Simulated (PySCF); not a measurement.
An unknown shows these calculated signals:

1H NMR (400 MHz, computed): δ 8.40 (s, 1H), 8.15 (d, 1H), 6.46 (br, 1H), 4.51 (m, 2H), 4.43 (m, 1H), 2.63 (q, 2H), 1.30 (t, 3H).

13C{1H} NMR (computed): δ 163.0 (C), 160.2 (C), 158.6 (CH), 143.1 (CH), 97.1 (CH), 31.8 (CH2), 13.7 (CH3).

PySCF calculation with NMR shieldings at PBE0/pcSseg-1/GIAO and structure optimised with GFN2-xTB; averaged over atoms made equivalent by symmetry, fast rotation or ring inversion, in vacuum, non-relativistic, a single conformation.

Scale: 1H (σ = 31.72 ppm) and 13C (σ = 186.93 ppm) against TMS (reference shieldings calculated alike).

Task: Which of these does the molecule contain: a CH3CH2 unit, a nitrile, a Si–H bond, a CF3 group, a three-membered ring, a non-aromatic C=C double bond?

Result: 
- A CH3CH2 unit: yes (δC 13.7, 31.8; δH 1.30 (t), 2.63 (q)).
- A nitrile: no.
- A Si–H bond: yes (δH 4.51 (m)).
- A CF3 group: no.
- A three-membered ring: no.
- A non-aromatic C=C double bond: yes.

The data belong to SMILES [SiH2]1C(CC)=CC(NC=O)=C1, C7H11NOSi; they needn't prove each group on their own.

Carbon signals by region: 2 in the far downfield region (above 160 ppm), 2 in the sp2 and nitrile region (100–160 ppm), 1 at 50–100 ppm, 2 below 50 ppm. Above 160 ppm: 163.0, fully substituted alkene carbon, 160.2, alkene carbon bearing nitrogen.

OH/NH shifts are gas-phase values; hydrogen bonding in solution moves them, usually downfield. Amide-type NH protons are broadened by 14N but still split neighbouring CH signals. Shifts are as computed. Against solution values, carbons near 30 ppm lie about +3 ppm off and those near 130 ppm about +5 ppm. Of 1211 compounds with measured shifts, 218 miss one by over three times the rms of a fit or turn the order of signals round; such compounds aren't used in these exercises. The C=O carbon of an acid or of an amide with N–H lies up to 10 ppm further downfield in solution, through hydrogen bonding that the calculation lacks. No couplings were computed; multiplicities are counted from neighbouring protons, with m where these are inequivalent, close in shift, in a saturated or five-membered ring or joined by F or P, and br s for small geminal =CH2 splittings.
